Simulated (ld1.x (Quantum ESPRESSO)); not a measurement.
**What one change does to a pseudopotential (tellurium, ultrasoft)**

```json
{"Element": "Te", "Generator": "ld1.x (Quantum ESPRESSO) 7.5", "Type": "ultrasoft", "Functional": "PBE", "Relativity": "fully relativistic", "Frozen core": "[Kr] 4d10", "Valence charge": "6", "Reference configuration": "5s2 5p3.75 (charge +0.25)", "Partial waves": "5s (bound): rcut 1.40, rcutus 1.70 bohr; 5s channel at -0.55 Ry: rcut 1.40, rcutus 1.70 bohr; 5p (bound): rcut 1.40, rcutus 1.85 bohr; 5p channel at 4.75 Ry: rcut 1.40, rcutus 1.85 bohr", "Local potential": "all-electron potential smoothed inside 1.50 bohr (lloc = -1)", "Core correction": "none", "Augmentation charge": "built from norm-conserving waves at rcut, not smoothed further"}
```

Open shells are filled in proportion to 2j + 1 (rel_dist='average').

Change: scalar-relativistic.

Cutoffs: the cutoffs (Ry, on a coarse ladder) from which the occupation-weighted sum of valence levels, in a spherical-Bessel basis at the reference potential, stays within 10 and 1 mRy of its value at 400 Ry; they do not see the model core or the augmentation charge, which bear on the density cutoff. Errors are all-electron minus pseudo energies relative to the spin-unpolarised reference configuration.

Q: Predict the effect on cutoff, ghosts and configuration errors.

A: The potential gets neither clearly harder nor softer (15 Ry and 30 Ry → 15 Ry and 30 Ry); both files keep a bound ghost (d, s); of the 7 tests that both files solve, the error grows in 3 and shrinks in 0 by more than 15 % and 0.3 meV (median size 19.2 → 19.7 meV).

| quantity | base | changed |
| --- | --- | --- |
| cutoff, loose | 15 Ry | 15 Ry |
| cutoff, tight | 30 Ry | 30 Ry |
| loose cutoff by channel (10 mRy a level) | s 12 Ry, p 8 Ry | s 12 Ry, p 6 Ry |
| bound ghosts | s, d | s, d |
| error for 5s2 5p4, meV [ΔE -1.72 eV] | -0.2 | +0.2 |
| error for 5s2 5p3, meV [ΔE 8.03 → 8.01 eV] | -2.3 | -4.4 |
| error for 5s2 5p2, meV [ΔE 25.98 → 25.94 eV] | -19 | -26 |
| error for 5s0 5p6, meV [ΔE 16.91 → 16.99 eV] | +79 | +79 |
| error for 5s2 5p1, meV [ΔE 52.91 → 52.84 eV] | -55 | -69 |
| error for 5s2 5p4.3, meV [ΔE -3.19 → -3.18 eV] | -0.5 | +0.3 |
| error for 5s1 5p5, meV [ΔE 7.50 → 7.54 eV] | +19 | +20 |
| s: phases at 2.00 bohr within 0.05 rad from the reference energy up to (Ry; the scan ends near 5) | to the end of the scan | to the end of the scan |
| lowest overlap eigenvalue by channel | s 0.59, p1/2 0.59, p3/2 0.66 | s 0.59, p 0.64 |

 A true bound ghost makes a file unfit for plane-wave use even where its test errors are small: the radial tests pick states by their node count and pass the ghost by.
